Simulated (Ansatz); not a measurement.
gold atom (Au), doublet (core potentials on Au). Base run: R2SCAN/def2-SV(P) (Ansatz, an electronic-structure program).

Geometry (Å):
```xyz
1

Au     0.0000     0.0000     0.0000
```
Charge 0, spin multiplicity 2.
Orbitals are unrestricted.
All else is at Ansatz's defaults.

Each row names what was changed in the base input (with any setting that the change needs).

| change | E (Eh) | <S^2> |
|---|---|---|
| base | -135.75371 | 0.753 |
| functional = pbe | -135.74006 | 0.751 |
| functional = pbe0 | -135.69676 | 0.751 |
| functional = b3lyp; dispersion = d3bj | -135.75505 | 0.751 |
| functional = wB97X-V | -135.66208 | 0.750 |
| functional = wB97X | -135.72293 | 0.750 |
| functional = pbe0; dispersion = d3bj | -135.69676 | 0.751 |
| functional = b3lyp5 | -135.68479 | 0.751 |
| functional = revpbe | -135.79010 | 0.752 |
| functional = SVWN5 | -135.49644 | 0.751 |
| functional = hse06 | -135.69628 | 0.751 |
| functional = pbe0; dispersion = d4 | -135.69676 | 0.751 |
| functional = BHLYP | -135.57113 | 0.751 |

Total energies compare only within one method and basis.
